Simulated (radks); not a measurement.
Values are calculated unless marked as measured or tabulated.
Task: All-electron atom: Cl in [Ne] 3s1.5 3p5.5 (fractional occupations, a model configuration). Level of theory: scalar-relativistic Kohn-Sham, r2SCAN, spin-polarised, spherical densities, finite nucleus; open shells are filled with parallel spins first; meta-GGA in the generalised Kohn-Sham scheme; Fermi nuclear charge, rms radius 3.3654 fm (a radial shooting solver on a logarithmic mesh with Libxc functionals). Some entries of the table are withheld. Estimate them.

orbital,occ.,eigenvalue (hartree),<r^2> (bohr^2)
1s up,1,-101.6734,0.01114
1s down,1,-101.6635,0.01114
2s up,1,-9.50899,0.2325
2s down,1,-9.50259,0.2325
2p up,3,-7.18717,(1)
2p down,3,-7.17686,(2)
3s up,1,-0.83285,(3)
3s down,0.5,-0.77624,(4)
3p up,3,-0.36028,3.872
3p down,2.5,-0.31436,4.158

Result: 
(1) 2p up <r^2> (bohr^2): 0.2055
(2) 2p down <r^2> (bohr^2): 0.2054
(3) 3s up <r^2> (bohr^2): 2.719
(4) 3s down <r^2> (bohr^2): 2.815
